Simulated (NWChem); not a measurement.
System: C₃H₄F₂Si; SMILES C1(F)(C=C[SiH2]1)F

NWChem input:

```
start job
memory heap 200 mb stack 900 mb global 1100 mb
geometry units angstroms noautosym nocenter noautoz
  F     -0.181349    -1.456523     1.099039
  C     -0.005409    -0.652168     0.000000
  F     -0.181349    -1.456523    -1.099039
  C      1.328042     0.064101     0.000000
  C      1.042336     1.382988     0.000000
  Si    -0.814731     1.112896     0.000000
  H      2.298130    -0.436041     0.000000
  H      1.764557     2.192858     0.000000
  H     -1.575807     1.516214    -1.213726
  H     -1.575807     1.516214     1.213726
end
basis spherical
  * library def2-svp
end
dft
  xc b3lyp
  iterations 150
end
cosmo
  do_cosmo_smd true
  solvent clbenzen
end
task dft energy
```

NWChem printed, in part:

```
             Northwest Computational Chemistry Package (NWChem) 7.3.0
             --------------------------------------------------------

                             Geometry "geometry" -> ""
                             -------------------------

 Output coordinates in angstroms (scale by  1.889725989 to convert to a.u.)

  No.       Tag          Charge          X              Y              Z
 ---- ---------------- ---------- -------------- -------------- --------------
    1 F                    9.0000    -0.18134900    -1.45652300     1.09903900
    2 C                    6.0000    -0.00540900    -0.65216800     0.00000000
    3 F                    9.0000    -0.18134900    -1.45652300    -1.09903900
    4 C                    6.0000     1.32804200     0.06410100     0.00000000
    5 C                    6.0000     1.04233600     1.38298800     0.00000000
    6 Si                  14.0000    -0.81473100     1.11289600     0.00000000
    7 H                    1.0000     2.29813000    -0.43604100     0.00000000
    8 H                    1.0000     1.76455700     2.19285800     0.00000000
    9 H                    1.0000    -1.57580700     1.51621400    -1.21372600
   10 H                    1.0000    -1.57580700     1.51621400     1.21372600

 Effective nuclear repulsion energy (a.u.)     292.7470203327

                                 NWChem DFT Module
                                 -----------------

 Summary of "ao basis" -> "ao basis" (spherical)
 ------------------------------------------------------------------------------
       Tag                 Description            Shells   Functions and Types
 ---------------- ------------------------------  ------  ---------------------
 F                          def2-svp                 6       14   3s2p1d
 C                          def2-svp                 6       14   3s2p1d
 Si                         def2-svp                 8       18   4s3p1d
 H                          def2-svp                 3        5   2s1p

 in cosmo_initialize ...
 calling solv_data for solv:clbenzen

 solvent parameters
 solvname_short: clbenzen
 solvname_long:  chlorobenzene
 dielec:        5.6968
 dielecinf:     2.3229
 nonaqueous SMD model solvent descriptors
 dielec:        5.6968
 sola:          0.0000
 solb:          0.0700
 solc:          0.8570
 solg:         47.4800
 solh:          0.1430
 soln:          1.5241

[...]

                                COSMO-SMD solvation results
                                ---------------------------

             internal energy in gas <Psi(g)|H|Psi(g)> =      -605.531247299053
         internal energy in solvent <Psi(s)|H|Psi(s)> =      -605.530735362932
                               delta internal energy  =         0.000511936121 (    0.32 kcal/mol)
   total free energy in solvent <Psi(s)|H+V/2|Psi(s)> =      -605.535580555792
 polarization energy contribution <Psi(s)|V/2|Psi(s)> =        -0.004845192860 (   -3.04 kcal/mol)
    total free energy in solvent including G(SMD-CDS) =      -605.535286688039
                       G(SMD-CDS) energy contribution =         0.000293867753 (    0.18 kcal/mol)
     1 M fixed-concentration free energy of solvation =        -0.004039388986 (   -2.53 kcal/mol)

                       DFT Final Molecular Orbital Analysis
                       ------------------------------------

 Vector   25  Occ=2.000000D+00  E=-3.286730D-01
              MO Center=  3.9D-01,  1.0D+00,  2.8D-09, r^2= 2.8D+00
   Bfn.  Coefficient  Atom+Function         Bfn.  Coefficient  Atom+Function
  ----- ------------  ---------------      ----- ------------  ---------------
    60      0.410128   5 C  px               78     -0.243750   6 Si px
    17      0.201777   2 C  s                81     -0.179686   6 Si px
    63      0.178763   5 C  px               94      0.171397   8 H  s
    89     -0.164021   7 H  s                19      0.137929   2 C  py
    46     -0.131852   4 C  px               75      0.131776   6 Si px

 Vector   26  Occ=2.000000D+00  E=-2.990973D-01
              MO Center=  6.8D-01,  7.2D-01, -3.0D-09, r^2= 2.9D+00
   Bfn.  Coefficient  Atom+Function         Bfn.  Coefficient  Atom+Function
  ----- ------------  ---------------      ----- ------------  ---------------
    48      0.383317   4 C  pz               62      0.361258   5 C  pz
    51      0.245012   4 C  pz               65      0.243969   5 C  pz
    99      0.149588   9 H  s               104     -0.149588  10 H  s
   100      0.121869   9 H  s               105     -0.121869  10 H  s
     5      0.084314   1 F  py               33     -0.084314   3 F  py

 Vector   27  Occ=2.000000D+00  E=-2.895391D-01
              MO Center= -1.6D-01, -2.9D-01,  1.9D-09, r^2= 2.8D+00
   Bfn.  Coefficient  Atom+Function         Bfn.  Coefficient  Atom+Function
  ----- ------------  ---------------      ----- ------------  ---------------
    18      0.353853   2 C  px               45      0.280721   4 C  s
    17     -0.275864   2 C  s                 4      0.251917   1 F  px
    32      0.251917   3 F  px               79      0.240437   6 Si py
    46     -0.226777   4 C  px                7     -0.184908   1 F  px
    35     -0.184908   3 F  px               73     -0.183161   6 Si s

 Vector   28  Occ=0.000000D+00  E=-3.211811D-02
              MO Center=  1.0D+00,  6.8D-01, -1.6D-09, r^2= 2.4D+00
   Bfn.  Coefficient  Atom+Function         Bfn.  Coefficient  Atom+Function
  ----- ------------  ---------------      ----- ------------  ---------------
    65     -0.540738   5 C  pz               51      0.529290   4 C  pz
    48      0.427618   4 C  pz               62     -0.407583   5 C  pz
    83     -0.221795   6 Si pz              100     -0.181504   9 H  s
   105      0.181504  10 H  s                23      0.159275   2 C  pz
    20      0.112921   2 C  pz                3     -0.098955   1 F  s

[...]
```

Level: B3LYP/def2-SVP, SMD on the gas-phase geometry. Coordinates come from a B3LYP/6-31G* (spherical d) optimisation. Solvent: chlorobenzene.
